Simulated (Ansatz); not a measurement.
The cluster Na₂F₂⁻. Charge -1, multiplicity 2. Geometry PBE0-D4/def2-TZVP, that of the neutral singlet; atoms count from 1.

```xyz
4

Na   -1.201   -0.413   -0.629
Na    1.200    0.413    0.629
F     0.273    0.948   -1.142
F    -0.272   -0.949    1.142
```

The highest occupied level of the charge -1 doublet lies above zero (up to 0.71 eV). Energy differences put its binding near zero (0.09 eV; vertical, against the charge 0 singlet, at PBE0-D4/def2-TZVPD), which leaves it undecided. The structure comes from a short search, and lower isomers may exist.

**Question.** Estimate the Mulliken populations from the PBE0/def2-TZVPD orbitals of Ansatz.

**Answer.** 
```tsv
atom	charge (e)	spin (α − β)
Na1	0.55	0.44
Na2	0.55	0.44
F3	-1.05	0.06
F4	-1.05	0.06
```
Mulliken values depend strongly on the basis. With diffuse functions, as here, like atoms can get unlike values, and bond orders can come out too low or too high.

**Question.** Where does the spin sit?

**Answer.** Summed by element: Na 0.89, F 0.11, of 1 unpaired in all. Largest on single atoms: Na2 0.44, Na1 0.44, F3 0.06.

**Question.** And the Mayer bond orders between heavy atoms (over 0.3)?

**Answer.** Na1–Na2 0.39 (2.83 Å).
